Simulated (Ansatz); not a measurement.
System: C$_{2}$H$_{12}$NSi$_{2}$, net charge 1, singlet state. It need not be the lowest isomer of its formula. 
Geometry from a B3LYP-D3(BJ)/def2-TZVP (Ansatz, a first-principles code) optimisation:
SMILES: C[SiH](C)[NH2+][SiH3]
```xyz
17

Si    -0.8908    -0.0147    -0.5310
C     -1.9659     1.4631    -0.8083
C     -1.3815    -1.1272     0.8619
N      0.8070     0.6923    -0.0395
Si     2.1177    -0.5302     0.4788
H     -0.5152    -0.7270    -1.7646
H     -2.9484     1.1313    -1.1538
H     -1.5629     2.1306    -1.5722
H     -2.1206     2.0332     0.1104
H     -2.3766    -1.5289     0.6536
H     -0.7108    -1.9791     0.9822
H     -1.4416    -0.5913     1.8117
H      1.1543     1.2354    -0.8333
H      1.9835    -1.6258    -0.4898
H      3.3858     0.2054     0.3837
H      1.7358    -0.8929     1.8489
H      0.6766     1.3763     0.7092
```
Charge +1, spin multiplicity 1.

Basis-set convergence of Hartree-Fock and CCSD correlation energies (hartree) with Ansatz. Correlated levels leave the core frozen unless marked. Spin-orbit coupling is left out. No relativistic terms.

```csv
basis,functions,E(HF),"E(corr, CCSD)"
cc-pV(D+d)Z,148,-714.90163,-0.74722
cc-pV(T+d)Z,336,-714.97481,-0.89186
cc-pV(Q+d)Z,653,-714.99122,-0.93638
```

Extrapolating the two largest sets (X = 3 and 4) as X^-3: E(corr) = (64·(-0.93638) - 27·(-0.89186))/37 = -0.9689 Eh, an estimate of the basis-set limit. The largest set recovers 96.6 % of it, the smallest 77.1 %.
